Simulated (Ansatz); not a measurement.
The cluster GeO₄ (the lowest singlet isomer of a short search), 5 atoms. Hardware: 4 threads of Arm Neoverse V1 on a shared host.

(1) How many basis functions does each of these Ansatz runs have, and roughly what does it cost? PBE0-D4/def2-TZVP, charge 0 singlet, energy and forces, from earlier orbitals; PBE-D4/def2-TZVP, charge 0 unrestricted singlet, energy, from earlier orbitals; HF/STO-3G, charge 0 triplet, energy; r2SCAN-D4/def2-TZVP, charge 0 unrestricted singlet, energy, from earlier orbitals; PBE-D4/def2-SVP, charge 0 singlet, energy, from earlier orbitals; PBE0-D4/def2-SVP, charge 0 unrestricted singlet, energy with a search over starts; r2SCAN-D4/def2-TZVP, charge 0 singlet, energy, from earlier orbitals; PBE0-D4/def2-TZVP, charge 0 triplet, energy, from earlier orbitals; r2SCAN-D4/def2-SVP, charge 0 quintet, relaxation, 25 steps; r2SCAN-D4/def2-SVP, charge 0 singlet, frequencies; PBE-D4/def2-TZVP, charge 0 singlet, energy, from earlier orbitals; r2SCAN-D4/def2-TZVP, charge 1 doublet at the geometry of the charge 0 singlet, energy, from earlier orbitals.

Answers

(1) Other jobs shared the machine, so times can vary by a factor of up to 3. A dash marks memory too small to be measured apart from the calling script's.

```
                                                                                                         run  functions  fitting or Cholesky vectors  wall time  peak host memory (GiB)
                                                                         HF/STO-3G, charge 0 triplet, energy         38                          482     0.25 s                       –
                                            PBE-D4/def2-SVP, charge 0 singlet, energy, from earlier orbitals         88                          923      0.6 s                       –
                                           PBE-D4/def2-TZVP, charge 0 singlet, energy, from earlier orbitals        172                          962      1.4 s                       –
                           PBE0-D4/def2-SVP, charge 0 unrestricted singlet, energy with a search over starts         88                          834      1.4 s                       –
                              PBE-D4/def2-TZVP, charge 0 unrestricted singlet, energy, from earlier orbitals        172                          962      2.4 s                       –
                               PBE0-D4/def2-TZVP, charge 0 singlet, energy and forces, from earlier orbitals        172                         1005      2.7 s                       –
                                        r2SCAN-D4/def2-TZVP, charge 0 singlet, energy, from earlier orbitals        172                          962      2.9 s                       –
                                          PBE0-D4/def2-TZVP, charge 0 triplet, energy, from earlier orbitals        172                         1005      4.2 s                       –
                           r2SCAN-D4/def2-TZVP, charge 0 unrestricted singlet, energy, from earlier orbitals        172                          962      4.9 s                       –
r2SCAN-D4/def2-TZVP, charge 1 doublet at the geometry of the charge 0 singlet, energy, from earlier orbitals        172                          962        7 s                       –
                                                           r2SCAN-D4/def2-SVP, charge 0 singlet, frequencies         88                          923       28 s                       –
                                                  r2SCAN-D4/def2-SVP, charge 0 quintet, relaxation, 25 steps         88                          923       53 s                       –
```
